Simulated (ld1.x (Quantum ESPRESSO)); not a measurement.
# Reading a pseudo-wave (iron (Fe))

Columns: radius, all-electron u(r) and pseudo u(r) of the 3d shell (level -25.72 eV) of iron in the configuration [Ne] 3s2 3p6 3d6 4s0 4p0; PBE, scalar-relativistic, ultrasoft scheme, ld1.x (Quantum ESPRESSO) 7.5.

```json
{"r (bohr)": "0.120", "all-electron": "0.1059", "pseudo": "0.0073"}
{"r (bohr)": "0.240", "all-electron": "0.3849", "pseudo": "0.0542"}
{"r (bohr)": "0.360", "all-electron": "0.6497", "pseudo": "0.1623"}
{"r (bohr)": "0.480", "all-electron": "0.8272", "pseudo": "0.3252"}
{"r (bohr)": "0.600", "all-electron": "0.9171", "pseudo": "0.5113"}
{"r (bohr)": "0.720", "all-electron": "0.9396", "pseudo": "0.6776"}
{"r (bohr)": "0.840", "all-electron": "0.9187", "pseudo": "0.7880"}
{"r (bohr)": "0.960", "all-electron": "0.8731", "pseudo": "0.8279"}
{"r (bohr)": "1.080", "all-electron": "0.8150", "pseudo": "0.8073"}
{"r (bohr)": "1.200", "all-electron": "0.7520", "pseudo": "0.7522"}
{"r (bohr)": "1.320", "all-electron": "0.6883", "pseudo": "0.6883"}
{"r (bohr)": "1.440", "all-electron": "0.6265", "pseudo": "0.6265"}
{"r (bohr)": "1.560", "all-electron": "0.5677", "pseudo": "0.5677"}
{"r (bohr)": "1.680", "all-electron": "0.5128", "pseudo": "0.5128"}
{"r (bohr)": "1.800", "all-electron": "0.4619", "pseudo": "0.4619"}
{"r (bohr)": "1.920", "all-electron": "0.4151", "pseudo": "0.4151"}
{"r (bohr)": "2.040", "all-electron": "0.3723", "pseudo": "0.3723"}
{"r (bohr)": "2.160", "all-electron": "0.3333", "pseudo": "0.3333"}
{"r (bohr)": "2.280", "all-electron": "0.2979", "pseudo": "0.2979"}
{"r (bohr)": "2.400", "all-electron": "0.2659", "pseudo": "0.2659"}
{"r (bohr)": "2.520", "all-electron": "0.2370", "pseudo": "0.2370"}
{"r (bohr)": "2.640", "all-electron": "0.2109", "pseudo": "0.2109"}
{"r (bohr)": "2.760", "all-electron": "0.1874", "pseudo": "0.1874"}
{"r (bohr)": "2.880", "all-electron": "0.1663", "pseudo": "0.1663"}
{"r (bohr)": "3.000", "all-electron": "0.1475", "pseudo": "0.1475"}
{"r (bohr)": "3.120", "all-electron": "0.1305", "pseudo": "0.1305"}
```

**Question.** How many radial nodes do the two functions have?

**Answer.** The all-electron 3d function has n − l − 1 = 0; the pseudo-wave has 0.

**Question.** At about which radius was the pseudo-wave matched?

**Answer.** 1.35 bohr. The columns agree to 0.0005 from 1.20 bohr on; several derivatives are matched, so the curves merge somewhat inside the radius.

**Question.** Where does each function peak?

**Answer.** Outermost all-electron maximum near 0.72 bohr, pseudo maximum near 0.96 bohr (to the table’s step).

**Question.** Is the pseudo-wave norm-conserving?

**Answer.** No, it belongs to an ultrasoft set: the norm inside the radius is not constrained, and the difference is carried by the augmentation charge.
